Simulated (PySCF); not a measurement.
## Al₃N: from structure and modes to constants

All numbers come from PBE0/[N def2-TZVP, Al def2-TZVP], no relativity, density fitting, PySCF.

The singlet minimum has D3h symmetry. Masses (u): N 14.00307, Al 26.98154.

```xyz
4
charge 0 multiplicity 1, angstrom
N     0.0000    0.0000    0.0000
Al    1.8272    0.0000    0.0000
Al   -0.9136    1.5825    0.0000
Al   -0.9136   -1.5824    0.0000
```

Harmonic wavenumbers (cm⁻¹): 143.5 (e', ×2), 195.0 (a2'', ×1), 440.1 (a1', ×1), 776.6 (e', ×2).

Find the principal moments of inertia and the rotational constants. What kind of rotor is it?

About the centre of mass I = 135.13, 135.13, 270.26 u Å². With B = 16.8576/I this gives 0.1248, 0.1248, 0.06238 cm⁻¹. The molecule is an oblate symmetric top.

What is the harmonic zero-point energy?

Half the sum of all 6 wavenumbers, 2475/2 = 1238 cm⁻¹, which is 14.8 kJ/mol (1 cm⁻¹ = 0.0119627 kJ/mol).

Find the vibrational entropy and heat capacity at 298.15 K.

With u = 1.43878 ω/T, each mode gives S = R[u/(eᵘ−1) − ln(1−e⁻ᵘ)] and C = R u² eᵘ/(eᵘ−1)².
| ω (cm⁻¹) | u | S (J/(mol K)) | C (J/(mol K)) |
| --- | --- | --- | --- |
| 143.5 (×2) | 0.693 | 11.53 | 7.99 |
| 195.0 | 0.941 | 9.12 | 7.73 |
| 440.1 | 2.124 | 3.46 | 5.79 |
| 776.6 (×2) | 3.748 | 0.95 | 2.89 |
The sums over all modes are S = 37.5 and C = 35.3 J/(mol K); the softest mode gives 31 % of the entropy (each member, where degenerate).

Give the standard entropy (298.15 K, 1 bar) by its translational, rotational, vibrational and spin parts, and Cp.

Sackur–Tetrode with M = 94.95 u gives 165.6; rotation with symmetry number 6 gives 97.7; vibration 37.5; spin R ln 1 = 0.0. The total is 300.9 J/(mol K), and Cp = 4 R + 35.3 = 68.5 J/(mol K).

This need not be the most stable arrangement of these atoms.
